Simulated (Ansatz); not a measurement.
Complex (SMILES): C (CH4) with [H][H] (H2), atoms 1 to 5 the first; geometry from B3LYP-D3(BJ)/def2-TZVP, monomers rigid:
```xyz
7

C     -0.1244    -0.1244     0.1342
H      0.5271     0.4868     0.7574
H     -0.8183    -0.6760     0.7670
H      0.4773    -0.8263    -0.4418
H     -0.6845     0.5170    -0.5450
H      1.8534     1.4427    -1.6637
H      2.3267     1.8195    -2.0969
```

Basis-set convergence of the counterpoise-corrected interaction energy at MP2 with Ansatz (a program for electronic structure). Cartesian d functions, on some or all atoms, in 6-31+G*, 6-31G**; all else is spherical. Cores are frozen. No added dispersion term, no relativity. Functions are those of the species that has most. Reference: Hartree-Fock in aug-cc-pVQZ plus the correlation part extrapolated as X^-3 from aug-cc-pVTZ and aug-cc-pVQZ, -0.26 kcal/mol. Deviations are taken from unrounded values.

```tsv
basis	functions	counterpoise-corrected interaction energy (kcal/mol)	minus reference (kcal/mol)
STO-3G	11	0.14	0.41
6-31G	21	0.08	0.35
pcseg-0	21	0.07	0.33
def2-SV(P)	26	0.07	0.33
6-31+G*	31	0.06	0.32
cc-pVDZ	44	-0.03	0.23
def2-SVP	44	-0.01	0.25
pcseg-1	44	0.01	0.27
6-31G**	45	-0.01	0.25
6-311G**	54	-0.05	0.21
def2-SVPD	68	-0.15	0.11
6-311++G(2d,2p)	87	-0.16	0.11
pcseg-2	114	-0.13	0.13
jun-cc-pV(T+d)Z	123	-0.18	0.08
cc-pVQZ	235	-0.22	0.05
pcseg-3	258	-0.23	0.03
def2-QZVPPD	261	-0.23	0.03
aug-cc-pVQZ	356	-0.25	0.01
```
